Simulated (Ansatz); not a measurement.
Reaction (ligand exchange at the Hf–Cl bond): `[NH2][Hf]([Cl])([Cl])[Cl]` + NH₃ → `[NH2][Hf]([NH2])([Cl])[Cl]` + HCl

Gas-phase electronic energies from Ansatz, PBE0-D4/def2-TZVP geometries. CBS: MP2 limit from def2 TZ/QZ plus the TZ coupled-cluster correction, frozen cores. This one scheme is used for every species. DFT in def2-TZVPP. B3LYP here is the variant with VWN-RPA as its local correlation; programs differ in this. HSE06 is defined as in plane-wave codes. def2 core potentials past Kr. For Hf outer-core shells are correlated without core-valence functions, which leaves a few kJ/mol of doubt a bond. Each species was taken in one conformer, which may not be the lowest.

`[NH2][Hf]([Cl])([Cl])[Cl]`:

Z-matrix (Å, degrees):
```
Hf
Cl 1 2.336
Cl 1 2.338 2 114.1
N 1 1.995 2 106.7 3 118.5
Cl 1 2.343 2 110.4 3 -123.2
H 4 1.011 1 125.6 2 -160.4
H 4 1.011 1 125.1 2 20.8
```

NH₃:

Z-matrix (Å, degrees):
```
N
H 1 1.013
H 1 1.013 2 107.1
H 1 1.013 2 107.1 3 -114.5
```

`[NH2][Hf]([NH2])([Cl])[Cl]`:

```xyz
9

N    -1.624    0.464   -0.014
Hf    0.304    0.278    0.534
N     1.131   -0.916   -0.853
Cl    0.406   -0.756    2.655
Cl    1.328    2.405    0.487
H    -2.317    1.008    0.483
H    -2.055    0.038   -0.821
H     1.607   -0.600   -1.688
H     1.221   -1.920   -0.783
```

HCl:

```xyz
2

Cl    0.297    0.265   -0.500
H    -0.297   -0.265    0.500
```

```json
{"level": "LDA (SPW92)", "ΔE (kJ/mol)": "87.2", "difference from CCSD(T)/CBS": "-5.8"}
{"level": "PBE-D4", "ΔE (kJ/mol)": "91.9", "difference from CCSD(T)/CBS": "-1.1"}
{"level": "revPBE-D4", "ΔE (kJ/mol)": "91.2", "difference from CCSD(T)/CBS": "-1.8"}
{"level": "BLYP-D4", "ΔE (kJ/mol)": "89.9", "difference from CCSD(T)/CBS": "-3.1"}
{"level": "r2SCAN-D4", "ΔE (kJ/mol)": "96.6", "difference from CCSD(T)/CBS": "3.6"}
{"level": "B97M-V", "ΔE (kJ/mol)": "101.0", "difference from CCSD(T)/CBS": "8.0"}
{"level": "PBE0-D4", "ΔE (kJ/mol)": "95.0", "difference from CCSD(T)/CBS": "2.0"}
{"level": "B3LYP-D4", "ΔE (kJ/mol)": "92.7", "difference from CCSD(T)/CBS": "-0.3"}
{"level": "r2SCANh-D4", "ΔE (kJ/mol)": "97.1", "difference from CCSD(T)/CBS": "4.1"}
{"level": "r2SCAN0-D4", "ΔE (kJ/mol)": "97.8", "difference from CCSD(T)/CBS": "4.8"}
{"level": "HSE06-D4", "ΔE (kJ/mol)": "95.2", "difference from CCSD(T)/CBS": "2.2"}
{"level": "BHLYP-D4", "ΔE (kJ/mol)": "97.1", "difference from CCSD(T)/CBS": "4.1"}
{"level": "CAM-B3LYP-D4", "ΔE (kJ/mol)": "90.2", "difference from CCSD(T)/CBS": "-2.8"}
{"level": "ωB97X-V", "ΔE (kJ/mol)": "92.5", "difference from CCSD(T)/CBS": "-0.5"}
{"level": "B2PLYP", "ΔE (kJ/mol)": "94.1", "difference from CCSD(T)/CBS": "1.1"}
{"level": "PBE-QIDH", "ΔE (kJ/mol)": "96.8", "difference from CCSD(T)/CBS": "3.8"}
{"level": "PBE", "ΔE (kJ/mol)": "92.3", "difference from CCSD(T)/CBS": "-0.7"}
{"level": "revPBE", "ΔE (kJ/mol)": "93.4", "difference from CCSD(T)/CBS": "0.4"}
{"level": "BLYP", "ΔE (kJ/mol)": "90.7", "difference from CCSD(T)/CBS": "-2.3"}
{"level": "PBE0", "ΔE (kJ/mol)": "95.2", "difference from CCSD(T)/CBS": "2.2"}
{"level": "B3LYP", "ΔE (kJ/mol)": "93.0", "difference from CCSD(T)/CBS": "0.0"}
{"level": "r2SCANh", "ΔE (kJ/mol)": "97.3", "difference from CCSD(T)/CBS": "4.3"}
{"level": "r2SCAN0", "ΔE (kJ/mol)": "98.0", "difference from CCSD(T)/CBS": "5.0"}
{"level": "HSE06", "ΔE (kJ/mol)": "95.4", "difference from CCSD(T)/CBS": "2.4"}
{"level": "BHLYP", "ΔE (kJ/mol)": "96.3", "difference from CCSD(T)/CBS": "3.3"}
{"level": "CAM-B3LYP", "ΔE (kJ/mol)": "90.3", "difference from CCSD(T)/CBS": "-2.7"}
{"level": "LC-ωPBE", "ΔE (kJ/mol)": "90.4", "difference from CCSD(T)/CBS": "-2.6"}
{"level": "RPA@PBE/def2-TZVPP", "ΔE (kJ/mol)": "86.7", "difference from CCSD(T)/CBS": "-6.3"}
{"level": "CCSD/def2-SVP", "ΔE (kJ/mol)": "87.5", "difference from CCSD(T)/CBS": "-5.5"}
{"level": "CCSD(T)/def2-SVP", "ΔE (kJ/mol)": "87.9", "difference from CCSD(T)/CBS": "-5.1"}
{"level": "HF/def2-TZVPP", "ΔE (kJ/mol)": "101.5", "difference from CCSD(T)/CBS": "8.5"}
{"level": "MP2/def2-TZVPP", "ΔE (kJ/mol)": "94.3", "difference from CCSD(T)/CBS": "1.3"}
{"level": "SCS-MP2/def2-TZVPP", "ΔE (kJ/mol)": "92.3", "difference from CCSD(T)/CBS": "-0.7"}
{"level": "CCSD/def2-TZVPP", "ΔE (kJ/mol)": "89.9", "difference from CCSD(T)/CBS": "-3.1"}
{"level": "HF/def2-QZVPP", "ΔE (kJ/mol)": "101.6", "difference from CCSD(T)/CBS": "8.6"}
{"level": "MP2/def2-QZVPP", "ΔE (kJ/mol)": "95.8", "difference from CCSD(T)/CBS": "2.8"}
{"level": "SCS-MP2/def2-QZVPP", "ΔE (kJ/mol)": "93.8", "difference from CCSD(T)/CBS": "0.8"}
{"level": "HF/CBS(def2)", "ΔE (kJ/mol)": "101.6", "difference from CCSD(T)/CBS": "8.6"}
{"level": "MP2/CBS(def2)", "ΔE (kJ/mol)": "96.8", "difference from CCSD(T)/CBS": "3.8"}
{"level": "CCSD/CBS(def2)", "ΔE (kJ/mol)": "92.4", "difference from CCSD(T)/CBS": "-0.6"}
{"level": "CCSD(T)/CBS", "ΔE (kJ/mol)": "93.0", "difference from CCSD(T)/CBS": "0"}
```

Largest T1 diagnostic among the species: 0.014.

From BLYP to BHLYP (50 % exact exchange), in def2-TZVPP and without D4, ΔE moves by +5.6 kJ/mol. At CCSD(T), def2-SVP lies −5.1 kJ/mol from the extrapolated value and def2-TZVPP −2.5 kJ/mol.
